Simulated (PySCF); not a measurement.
CsF, SMILES [F][Cs]. Atoms are numbered in the order given.

```xyz
2

Cs     0.0000     0.0000    -0.3399
F      0.0000     0.0000     2.0769
```

The structure is a stationary point at B3LYP-D3(BJ)/def2-TZVPD. The def2 effective core potentials stand for the cores of Cs; spin–orbit coupling is left out.

Method: PySCF 2.14.0 with TDDFT-B3LYP/def2-TZVPD.

Vertical excitations; the highest root listed may be one member of a degenerate set. Gas-phase values at a fixed geometry. State labels are in the subgroup C2v.

Computed excitation energies, oscillator strengths and character:
```tsv
state	symmetry	energy (eV)	λ (nm)	f	main pairs
S1	A1	4.40	282	0.031	HOMO→LUMO 98 %
S2	B1	4.55	272	0.002	HOMO−2→LUMO (degenerate set)
S3	B2	4.55	272	0.002	HOMO−1→LUMO (degenerate set)
S4	B2	5.62	221	0.003	HOMO→LUMO+2 (degenerate set)
S5	B1	5.62	221	0.003	HOMO→LUMO+1 (degenerate set)
S6	A1	5.72	217	0.019	HOMO→LUMO+3 94 %
S7	A1	5.79	214	0.012	HOMO−1→LUMO+2 48 %, HOMO−2→LUMO+1 48 %
S8	A1	5.80	214	0.000	HOMO−2→LUMO+1, HOMO−1→LUMO+2 (degenerate set)
S9	A2	5.80	214	0.000	HOMO−1→LUMO+1, HOMO−2→LUMO+2 (degenerate set)
S10	A2	5.82	213	0.000	HOMO−2→LUMO+2 49 %, HOMO−1→LUMO+1 49 %
T1	A1	4.35	285	0	HOMO→LUMO 98 %
T2	B2	4.54	273	0	HOMO−1→LUMO (degenerate set)
T3	B1	4.54	273	0	HOMO−2→LUMO (degenerate set)
T4	B2	5.62	221	0	HOMO→LUMO+2 99 %
```
Triplets are in the Tamm–Dancoff approximation, which puts them higher than full response would, so one can lie above its singlet here.
